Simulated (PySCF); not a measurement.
Run record for `N#Cc1ccc([O-])s1`: wB97X-D/ANO-RCC-VDZP, IEF-PCM benzene, start guess atom, energy threshold 1e-08 Eh, TDA, 3 singlets.

Method: TDA wB97X-D/ANO-RCC-VDZP, vertical, IEF-PCM benzene (non-equilibrium linear response), core orbitals frozen in the response (PySCF 2.14.0, density-fitted response routines). Geometry: GFN2-xTB. The input is one job of a driver script: a line of settings, then coordinates in Å.

Command:
```bash
OMP_NUM_THREADS=1 python probes_run.py task.json out
```

Input:
```
{"job": {"kind": "uv", "xc": "wB97X-D", "basis": "ANO-RCC-VDZP", "solvent": "benzene", "nstates": 3, "ntriplets": 0, "tda": true, "scf": {"guess": "atom", "conv": 1e-08}}, "charge": -1, "multiplicity": 1}
N      3.404485    -0.806648    -0.074833
C      2.258138    -0.633618    -0.065350
C      0.905039    -0.394796    -0.049156
C      0.267574     0.817352     0.129459
C     -1.114881     0.760203     0.098406
C     -1.671563    -0.507136    -0.107881
O     -2.831427    -0.890515    -0.185425
S     -0.277429    -1.689827    -0.270638
H      0.824842     1.730886     0.281601
H     -1.755896     1.618752     0.221290
```

Task: Predict the output.

Result: 
```
final grid: 100736 points
cycle   1  E = -719.3943385436  dE =  2.731e+00  |g| = 1.135e+00  |ddm| = 5.264e+00
cycle   2  E = -719.2468092203  dE =  1.475e-01  |g| = 1.479e+00  |ddm| = 2.339e+00
cycle   3  E = -719.6883441011  dE = -4.415e-01  |g| = 2.272e-01  |ddm| = 1.394e+00
cycle   4  E = -719.7006488117  dE = -1.230e-02  |g| = 6.420e-02  |ddm| = 2.726e-01
cycle   5  E = -719.7017073537  dE = -1.059e-03  |g| = 1.927e-02  |ddm| = 8.642e-02
cycle   6  E = -719.7018307110  dE = -1.234e-04  |g| = 6.508e-03  |ddm| = 3.149e-02
cycle   7  E = -719.7018470402  dE = -1.633e-05  |g| = 3.916e-03  |ddm| = 1.341e-02
cycle   8  E = -719.7018534790  dE = -6.439e-06  |g| = 1.180e-03  |ddm| = 8.247e-03
cycle   9  E = -719.7018548080  dE = -1.329e-06  |g| = 5.340e-04  |ddm| = 5.371e-03
cycle  10  E = -719.7018549826  dE = -1.746e-07  |g| = 2.056e-04  |ddm| = 1.742e-03
cycle  11  E = -719.7018550119  dE = -2.933e-08  |g| = 5.470e-05  |ddm| = 8.303e-04
cycle  12  E = -719.7018550146  dE = -2.646e-09  |g| = 4.084e-05  |ddm| = 2.361e-04
converged SCF energy = -719.7018550146

Static polarisability (au): isotropic 99.642, principal 42.211 90.232 166.482

Singlet excitations
state   eV       nm        f      main configurations
  1   4.3575    284.5   0.23820   H->L+2 0.47, H->L 0.46
  2   4.3584    284.5   0.22647   H->L+2 0.49, H->L 0.44
  3   4.8079    257.9   0.00038   H->L+3 0.56, H->L+1 0.36
```

H and L stand for HOMO and LUMO; the number after each pair is its weight.

Task: Give the mean polarisability as a volume in Å³, and the ratio of the largest to the smallest principal value.

Result: 99.642 au × 0.148185 = 14.77 Å³; 166.482/42.211 = 3.94.

Task: How does the lowest singlet excitation compare with the HOMO–LUMO gap?

Result: HOMO -4.92 eV and LUMO 3.10 eV give a gap of 8.02 eV; S1 at 4.36 eV lies 3.66 eV below it.

In short: SCF converged in 12 cycles with 126 basis and 864 fitting functions; HOMO -4.92 eV, LUMO 3.10 eV; lowest singlet 4.36 eV; mean polarisability 99.6 au.

ANO-RCC sets were contracted for a scalar-relativistic Hamiltonian, but ran non-relativistically here. The species at its GFN2-xTB geometry. The basis is contracted for a relativistic Hamiltonian, but the run is non-relativistic.

On one thread of an Arm Neoverse V1, on a shared host, this took 17 s of wall time and 0.77 GiB of memory at its peak.

The pairwise dispersion term of wB97X-D wasn't added to the energies; at a given geometry it leaves orbitals and properties as they are.
